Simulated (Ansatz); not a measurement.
Frontier orbitals of CH₆AlBS₂.

```xyz
11

C    -1.809    0.498    0.673
B    -0.394    0.255    0.046
Al    1.361   -0.709    0.467
S    -0.053   -1.362   -1.286
S    -0.018    0.665   -1.758
H    -1.854    1.524    1.057
H    -2.015   -0.163    1.518
H    -2.612    0.388   -0.061
H     2.449   -1.633    1.161
H     2.781    0.105   -0.731
H     2.165    0.432   -1.086
```

The species carries charge 0 and has multiplicity 1. The bonds changed during the relaxation, so this is another structure than the one it started from. The structure was optimised at the PBE0-D4/def2-TZVP level. It is one conformer, not always the lowest. Basis def2-TZVPP, the Gaussian-basis code of Ansatz.

| functional | HOMO (eV) | LUMO (eV) | gap (eV) |
| --- | --- | --- | --- |
| LDA (SPW92) | -5.29 | -2.54 | 2.75 |
| PBE | -5.16 | -2.33 | 2.83 |
| BLYP | -5.01 | -2.17 | 2.84 |
| r2SCAN | -5.33 | -2.14 | 3.19 |
| PBE0 | -6.18 | -1.36 | 4.82 |
| HSE06 (plane-wave form) | -5.80 | -1.74 | 4.06 |
| BHLYP | -7.10 | -0.34 | 6.76 |
| ωB97M-V | -8.18 | 0.55 | 8.73 |

A quarter of exact exchange (PBE0) shifts PBE's HOMO by −1.02 eV and its LUMO by +0.97 eV; full exchange at long range (ωB97M-V) shifts them by −3.01 and +2.88 eV. The gap opens from 2.84 to 8.73 eV, since occupied levels lose self-interaction and empty ones feel all the electrons. A positive LUMO is unbound and depends on the basis.
